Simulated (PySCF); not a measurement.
C₄H₇FO₂, SMILES O[C@@H]1C[C@@H](O)C1F.

Geometry: B3LYP-D3(BJ)/def2-SVP. The structure was generated by enumeration; whether it is a known compound was not checked. The values are those of a single conformer.

Calculation: PySCF with M06-2X/def2-TZVP.

The molecule is in vacuum.

Computed frontier levels, gap, dipole moment and polarisability:
- highest occupied level = -9.15 eV
- lowest empty level = 1.54 eV
- orbital gap = 10.69 eV
- dipole moment = 0.96 D
- quadrupole, principal values (traceless, Buckingham form, about the centre of nuclear charge) = -5.13, -2.91, 8.04 D·Å
- mean static polarisability = 53.1 bohr³ (7.87 Å³)
- polarisability, principal values = 48.3, 53.7, 57.4 bohr³
